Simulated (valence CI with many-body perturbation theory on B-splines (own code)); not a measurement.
E1 transitions of Kr31+

Level of theory: relativistic CI+MBPT: three valence electrons over a frozen Dirac-Fock core [He], radial functions for each j: 11 s, 11 p, 10 d, 8 f, 5 g, 2 h, with the one-electron correlation potential Σ1 (screened to all orders), the two-electron term Σ2, the three-electron term Σ3, Breit, model QED; selected single and double excitations, second order for the rest, scaled by the run's own slope (own B-spline code, finite nucleus).

The last digits are not significant, and no measured levels were compared; by estimate large intervals hold to a few tenths of a per cent, small ones and those within an open d or f shell to about a per cent.

Lines 101 to 150 of 593 in falling wavelength, among levels below 3066.8 eV, chosen from the strongest by gf and those to the six lowest levels. Wavelengths and rates use the calculated energies. Electric multipoles are in the length gauge, E1 and E2 with the static RPA response of the core. Weak lines are less certain than strong ones. Lines between different terms over intervals too small for the method are left out, as are lines whose strength nearly cancels. Where a level lies close to another of its J and parity, the split of strength between their lines is uncertain. The highest levels of a list are the least certain.

Levels are named by their leading jj configuration (3d3/2^4 stands for four electrons in 3d with j = 3/2), which in mixed levels can hold well under half, so a name can repeat and another be missing. Letters in brackets count levels of one name in rising energy.

| λ vac (Å) | Upper | Lower | A (s⁻¹) | S (a.u.) with core polarisation | S without |
| --- | --- | --- | --- | --- | --- |
| 258.5 | (2s 2p3/2 3p3/2) J=7/2 | (2s 2p3/2 3s) J=5/2 | 5.19e+09 | 3.54e-01 | 3.54e-01 |
| 256.4 | (2p1/2 2p3/2 3p3/2) J=5/2 [b] | (2p1/2 2p3/2 3s) J=3/2 [b] | 4.37e+09 | 2.18e-01 | 2.18e-01 |
| 245.4 | (2s^2 3p3/2) J=3/2 | (2s^2 3s) J=1/2 | 5.26e+09 | 1.53e-01 | 1.53e-01 |
| 245.4 | (2s 2p1/2 3p3/2) J=5/2 | (2s 2p1/2 3s) J=3/2 | 6.37e+09 | 2.79e-01 | 2.79e-01 |
| 241.8 | (2s 2p3/2 3p3/2) J=3/2 [b] | (2s 2p3/2 3s) J=1/2 | 3.31e+09 | 9.23e-02 | 9.23e-02 |
| 236.5 | (2s 2p1/2 3p3/2) J=3/2 [a] | (2s 2p1/2 3s) J=1/2 [a] | 5.86e+09 | 1.53e-01 | 1.53e-01 |
| 228.4 | (2p1/2 2p3/2 3p3/2) J=5/2 [b] | (2p1/2 2p3/2 3s) J=5/2 | 2.93e+09 | 1.03e-01 | 1.03e-01 |
| 215.5 | (2p1/2 2p3/2 3p3/2) J=1/2 [b] | (2p1/2 2p3/2 3s) J=3/2 [b] | 8.18e+09 | 8.08e-02 | 8.08e-02 |
| 205.6 | (2s 2p3/2 3p3/2) J=5/2 [a] | (2s 2p3/2 3s) J=5/2 | 3.77e+09 | 9.71e-02 | 9.71e-02 |
| 202.8 | (2p3/2^2 3p3/2) J=3/2 [a] | (2p3/2^2 3s) J=3/2 | 1.03e+10 | 1.70e-01 | 1.70e-01 |
| 151.1 | (2s 2p1/2 2p3/2) J=5/2 | (2s^2 2p3/2) J=3/2 | 9.27e+08 | 9.48e-03 | 9.51e-03 |
| 120.9 | (2p1/2^2 2p3/2) J=3/2 | (2s 2p1/2 2p3/2) J=3/2 [b] | 2.68e+09 | 9.36e-03 | 9.39e-03 |
| 117.0 | (2p1/2^2 4f7/2) J=7/2 | (2s 2p1/2 4f7/2) J=9/2 | 8.72e+09 | 5.51e-02 | 5.53e-02 |
| 115.7 | (2p1/2 2p3/2 3d5/2) J=7/2 [a] | (2s 2p3/2 3d5/2) J=9/2 | 6.96e+09 | 4.26e-02 | 4.27e-02 |
| 115.1 | (2p1/2^2 4d5/2) J=5/2 | (2s 2p1/2 4d5/2) J=7/2 | 1.10e+10 | 4.98e-02 | 5.00e-02 |
| 110.7 | (2p1/2^2 3d5/2) J=5/2 | (2s 2p1/2 3d5/2) J=7/2 | 1.19e+10 | 4.78e-02 | 4.79e-02 |
| 105.8 | (2p1/2 2p3/2 3d5/2) J=9/2 | (2s 2p3/2 3d5/2) J=9/2 | 7.89e+09 | 4.62e-02 | 4.63e-02 |
| 105.7 | (2p1/2 2p3/2 3p3/2) J=7/2 | (2s 2p3/2 3p3/2) J=7/2 | 8.87e+09 | 4.13e-02 | 4.15e-02 |
| 98.20 | (2p3/2^2 3d5/2) J=9/2 | (2s 2p3/2 3d5/2) J=7/2 [b] | 1.28e+10 | 5.97e-02 | 5.99e-02 |
| 96.30 | (2p3/2^2 3p3/2) J=7/2 | (2s 2p3/2 3p3/2) J=5/2 [b] | 1.91e+10 | 6.74e-02 | 6.76e-02 |
| 95.84 | (2p3/2^2 3s) J=5/2 | (2s 2p3/2 3s) J=3/2 [b] | 2.02e+10 | 5.26e-02 | 5.28e-02 |
| 94.17 | (2p1/2 2p3/2^2) J=5/2 | (2s 2p3/2^2) J=5/2 | 1.77e+10 | 4.37e-02 | 4.38e-02 |
| 92.78 | (2p3/2^2 3d3/2) J=7/2 | (2s 2p3/2 3d3/2) J=5/2 [b] | 1.28e+10 | 4.04e-02 | 4.05e-02 |
| 92.26 | (2p3/2^2 3p1/2) J=5/2 | (2s 2p3/2 3p1/2) J=3/2 [b] | 1.82e+10 | 4.23e-02 | 4.24e-02 |
| 90.70 | (2p1/2^2 2p3/2) J=3/2 | (2s 2p1/2 2p3/2) J=5/2 | 2.64e+10 | 3.89e-02 | 3.90e-02 |
| 88.44 | (2p1/2 2p3/2^2) J=3/2 | (2s 2p1/2 2p3/2) J=1/2 | 2.37e+10 | 3.24e-02 | 3.25e-02 |
| 84.87 | (2s 2p3/2^2) J=5/2 | (2s^2 2p3/2) J=3/2 | 1.41e+10 | 2.55e-02 | 2.55e-02 |
| 82.99 | (2p1/2 2p3/2^2) J=3/2 | (2s 2p1/2 2p3/2) J=3/2 [b] | 1.04e+10 | 1.17e-02 | 1.18e-02 |
| 80.44 | (2p1/2^2 2p3/2) J=3/2 | (2s 2p1/2 2p3/2) J=3/2 [a] | 1.46e+10 | 1.50e-02 | 1.51e-02 |
| 78.79 | (2p3/2^3) J=3/2 | (2s 2p3/2^2) J=3/2 | 7.45e+10 | 7.19e-02 | 7.21e-02 |
| 76.85 | (2p3/2^2 3d5/2) J=5/2 [b] | (2s 2p3/2 3d5/2) J=5/2 [b] | 3.11e+10 | 4.17e-02 | 4.19e-02 |
| 76.75 | (2p1/2 2p3/2^2) J=5/2 | (2s 2p1/2 2p3/2) J=3/2 [b] | 2.15e+10 | 2.88e-02 | 2.89e-02 |
| 76.38 | (2p1/2 2p3/2 3p3/2) J=5/2 [a] | (2s 2p1/2 3p3/2) J=3/2 [a] | 2.45e+10 | 3.23e-02 | 3.24e-02 |
| 76.25 | (2p1/2 2p3/2 3d5/2) J=9/2 | (2s 2p1/2 3d5/2) J=7/2 | 1.56e+10 | 3.42e-02 | 3.43e-02 |
| 76.10 | (2p3/2^2 3p3/2) J=5/2 | (2s 2p3/2 3p3/2) J=5/2 [a] | 2.41e+10 | 3.14e-02 | 3.15e-02 |
| 75.56 | (2p1/2 2p3/2 3p3/2) J=7/2 | (2s 2p1/2 3p3/2) J=5/2 | 2.26e+10 | 3.85e-02 | 3.86e-02 |
| 74.00 | (2p3/2^2 3p1/2) J=1/2 | (2s 2p3/2 3p1/2) J=3/2 [b] | 6.98e+10 | 2.79e-02 | 2.80e-02 |
| 73.97 | (2p3/2^2 3d5/2) J=5/2 [b] | (2s 2p3/2 3d5/2) J=7/2 [b] | 4.65e+10 | 5.58e-02 | 5.59e-02 |
| 73.85 | (2s 2p3/2 3d5/2) J=7/2 [b] | (2s^2 3d5/2) J=5/2 | 3.92e+10 | 6.24e-02 | 6.26e-02 |
| 73.81 | (2p3/2^2 3s) J=1/2 | (2s 2p3/2 3s) J=3/2 [b] | 7.20e+10 | 2.86e-02 | 2.86e-02 |
| 73.54 | (2p3/2^2 3d3/2) J=3/2 [b] | (2s 2p3/2 3d3/2) J=5/2 [b] | 5.30e+10 | 4.16e-02 | 4.17e-02 |
| 73.49 | (2p3/2^2 3p3/2) J=3/2 [b] | (2s 2p3/2 3p3/2) J=5/2 [b] | 4.88e+10 | 3.83e-02 | 3.84e-02 |
| 73.21 | (2s 2p3/2 4f7/2) J=7/2 [b] | (2s^2 4f7/2) J=7/2 | 3.79e+10 | 5.87e-02 | 5.88e-02 |
| 73.18 | (2s 2p3/2 4f5/2) J=5/2 [b] | (2s^2 4f5/2) J=5/2 | 5.25e+10 | 6.09e-02 | 6.11e-02 |
| 72.99 | (2s 2p3/2 4d5/2) J=7/2 [b] | (2s^2 4d5/2) J=5/2 | 4.50e+10 | 6.90e-02 | 6.93e-02 |
| 72.82 | (2s 2p3/2 4p3/2) J=5/2 [b] | (2s^2 4p3/2) J=3/2 | 5.45e+10 | 6.23e-02 | 6.25e-02 |
| 72.68 | (2s 2p3/2 3p3/2) J=5/2 [b] | (2s^2 3p3/2) J=3/2 | 4.80e+10 | 5.46e-02 | 5.48e-02 |
| 72.66 | (2s 2p3/2 4f7/2) J=9/2 [b] | (2s^2 4f7/2) J=7/2 | 4.49e+10 | 8.51e-02 | 8.54e-02 |
| 72.58 | (2s 2p3/2 4f5/2) J=7/2 [b] | (2s^2 4f5/2) J=5/2 | 3.10e+10 | 4.69e-02 | 4.70e-02 |
| 72.54 | (2s 2p3/2 4d3/2) J=3/2 [b] | (2s^2 4d3/2) J=3/2 | 5.73e+10 | 4.32e-02 | 4.33e-02 |
